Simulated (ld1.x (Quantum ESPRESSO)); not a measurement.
Ni RRKJ: all-electron and pseudo phase curves

```json
{
  "Element": "nickel (Ni)",
  "Generator": "ld1.x (Quantum ESPRESSO) 7.5",
  "Type": "norm-conserving RRKJ (Kleinman–Bylander form)",
  "Functional": "PBEsol",
  "Relativity": "fully relativistic",
  "Frozen core": "[Ne]",
  "Valence charge": "18",
  "Reference configuration": "3s2 3p6 3d8 4s2 4p0",
  "Partial waves": "3p (bound): rc 0.65 bohr; 3d (bound): rc 1.25 bohr; 3s (bound): rc 1.00 bohr",
  "Local potential": "the s channel",
  "Core correction": "none",
  "rho0": "0.02"
}
```

Open shells are filled in proportion to 2j + 1 (rel_dist='average').

Occupied shells without a wave of their own: 4s. They enter only through the test configuration that unscreens the potential.

The phase is arctan(r·u′/u) with u = r·R(r), unwrapped; energies in Ry, scanned from -10 to 5 Ry. A pole is an energy at which the radial function vanishes at the test radius. The pseudo phase is shifted by a multiple of π to meet the all-electron one at the reference energy, and phase errors are pseudo minus all-electron; the curves can meet again beyond the range given. Levels narrower than the energy grid can be missing from the lists of poles.

For each channel, where are the poles, and over which energies does the pseudopotential scatter like the atom?

```
channel  radius (bohr)  reference energy (Ry)  poles, all-electron  poles, pseudo  unbroken range about the reference energy with phases within 0.05 rad  phase error 1 Ry above the reference energy (rad)
      s           1.35                  -8.14                -7.26          -7.26                                                              below 0.4                                             -0.001
   p1/2           1.35                  -5.34                -4.25          -4.26                                                              below 3.4                                             -0.001
   p3/2           1.35                  -5.18                -4.04          -4.04                                                              below 3.5                                             -0.001
   d3/2           1.35                  -0.66                 0.92           0.95                                                        the whole range                                             +0.003
   d5/2           1.35                  -0.65                 0.96           0.99                                                        the whole range                                             +0.003
```

A Bessel basis up to 400 Ry misses an occupied level by 0.06 Ry, so cutoffs and ghosts were not judged. The potential misses its own reference levels by up to 0.3 eV.

Phases in the d3/2 channel:

| E (Ry) | all-electron | pseudo |
| --- | --- | --- |
| -10.00 | 1.334 | 1.335 |
| -9.52 | 1.328 | 1.328 |
| -9.04 | 1.321 | 1.321 |
| -8.56 | 1.313 | 1.314 |
| -8.08 | 1.305 | 1.306 |
| -7.60 | 1.296 | 1.296 |
| -7.12 | 1.285 | 1.286 |
| -6.64 | 1.274 | 1.274 |
| -6.16 | 1.260 | 1.261 |
| -5.68 | 1.244 | 1.245 |
| -5.20 | 1.225 | 1.226 |
| -4.72 | 1.202 | 1.204 |
| -4.24 | 1.173 | 1.175 |
| -3.76 | 1.136 | 1.138 |
| -3.28 | 1.084 | 1.087 |
| -2.80 | 1.009 | 1.012 |
| -2.32 | 0.887 | 0.891 |
| -1.84 | 0.661 | 0.666 |
| -1.36 | 0.184 | 0.187 |
| -0.88 | -0.585 | -0.584 |
| -0.40 | -1.115 | -1.114 |
| 0.08 | -1.367 | -1.365 |
| 0.56 | -1.503 | -1.500 |
| 1.04 | -1.589 | -1.584 |
| 1.52 | -1.650 | -1.643 |
| 2.00 | -1.698 | -1.690 |
| 2.48 | -1.740 | -1.729 |
| 2.96 | -1.778 | -1.764 |
| 3.44 | -1.815 | -1.798 |
| 3.92 | -1.853 | -1.831 |
| 4.40 | -1.894 | -1.865 |
| 4.88 | -1.939 | -1.902 |
